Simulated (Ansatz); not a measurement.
Si(F)(Me)(OH)(NH2) (CH₆FNOSi), SMILES C[Si](N)(O)F.

Geometry optimised at ωB97X-D3(BJ)/def2-SVP. The structure was generated by enumeration, and PubChem lists no compound with its InChIKey, so it may never have been made. One conformer was computed; it need not be the lowest.

Two levels are set side by side: PBE/def2-SVPD (Ansatz, an electronic-structure program) and PBE0/def2-SVPD (Ansatz). Energy differences of separate SCF runs at the same geometry; the states with an electron removed or added have multiplicity 2 and 2. Differences are taken from unrounded values.

```csv
quantity,PBE0
vertical ionisation energy (eV),10.32
vertical singlet–triplet gap (eV),6.55
```

Problem. What does PBE give, and how far is it from PBE0? (The exact figures need the calculation; the answer reports its results.)

Solution. 
```
quantity                            PBE  PBE minus PBE0
---------------------------------  ----  --------------
vertical ionisation energy (eV)    9.97           -0.35
vertical singlet–triplet gap (eV)  6.35           -0.20
```
